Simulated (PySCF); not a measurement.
**Radial density of Pd⁺ (palladium, charge +1)**

UHF, [Kr] 4d8 5p1, one real determinant (an excited configuration). Calculation: PySCF 2.14, in x2c-TZVPPall; the spin-free X2C one-electron Hamiltonian (Gaussian nucleus).

```json
{"r (bohr)": "0.0328", "4πr²ρ (e/bohr)": "53.71", "4πr²(ρα − ρβ)": "0.0024"}
{"r (bohr)": "0.0551", "4πr²ρ (e/bohr)": "53.21", "4πr²(ρα − ρβ)": "0.0125"}
{"r (bohr)": "0.0927", "4πr²ρ (e/bohr)": "73.63", "4πr²(ρα − ρβ)": "0.0671"}
{"r (bohr)": "0.156", "4πr²ρ (e/bohr)": "54.60", "4πr²(ρα − ρβ)": "0.2752"}
{"r (bohr)": "0.262", "4πr²ρ (e/bohr)": "56.72", "4πr²(ρα − ρβ)": "0.3923"}
{"r (bohr)": "0.441", "4πr²ρ (e/bohr)": "36.29", "4πr²(ρα − ρβ)": "-0.0045"}
{"r (bohr)": "0.742", "4πr²ρ (e/bohr)": "15.83", "4πr²(ρα − ρβ)": "1.0027"}
{"r (bohr)": "1.25", "4πr²ρ (e/bohr)": "12.24", "4πr²(ρα − ρβ)": "1.5972"}
{"r (bohr)": "2.10", "4πr²ρ (e/bohr)": "2.307", "4πr²(ρα − ρβ)": "0.6281"}
{"r (bohr)": "3.53", "4πr²ρ (e/bohr)": "0.3886", "4πr²(ρα − ρβ)": "0.3161"}
{"r (bohr)": "5.94", "4πr²ρ (e/bohr)": "0.06860", "4πr²(ρα − ρβ)": "0.0684"}
{"r (bohr)": "9.99", "4πr²ρ (e/bohr)": "0.003640", "4πr²(ρα − ρβ)": "0.0036"}
```

Densities and radii are taken from the X2C orbitals without a picture-change correction, which distorts them close to the nucleus.

⟨L²⟩ = 14.05 against 20 for a pure G term, so this real determinant mixes terms.

Task: Where is the radial spin density 4πr²(ρα − ρβ) most negative, and why is it negative at all?

Result: Around r = 0.441 bohr, down to -0.0045 e/bohr: exchange with the open shell polarises the paired shells in an unrestricted calculation.
